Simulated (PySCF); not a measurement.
A thermochemical cycle for SiI

MP2 in PySCF with def2-TZVPPD on every atom (core potentials on I), for the lowest determinant that a PBE0 search found; no spin–orbit coupling. SiI, a doublet (π ↑), has De = 3.26 eV to neutral atoms, and SiI⁺, a singlet (closed shell), has De = 4.31 eV to Si⁺ + I.

The adiabatic ionisation energy of SiI, between the minima, is 6.98 eV.

Q: Which ionisation energy of the Si atom does this level give?

A: IE(Si) = IE(molecule) + De(ion) − De(neutral) = 6.98 + 4.31 − 3.26 = 8.03 eV; the measured value is 8.152 eV (NIST ASD).

Correlated steps freeze 9 core orbitals. Spin–orbit coupling is left out, which matters for elements this heavy, above all for dissociation energies. For an ion De counts to the pair picked by the measured ionisation energies or electron affinities, which need not be the lowest pair at this level. Where the molecule has an RHF reference, its open-shell atoms are computed with UHF. States were picked by a PBE0 search and need not be the measured ground states.
